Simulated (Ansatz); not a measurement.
Question: Name a neutral molecule of B, C, I and H with HOMO energy (PBE0/def2-TZVPP) between -7.55 and -7.25 eV and HOMO energy (B3LYP/def2-TZVPP) between -7.35 and -7.05 eV (Ansatz, PBE0-D4/def2-TZVP geometry).

Answer: `BBCBI` (-7.41 eV, -7.17 eV); `C=CBI` (-7.37 eV, -7.13 eV). Other molecules can fit too; these were computed, each in one conformer that needn't be the lowest.

B3LYP here is the variant with VWN-RPA as its local correlation; programs differ in this.
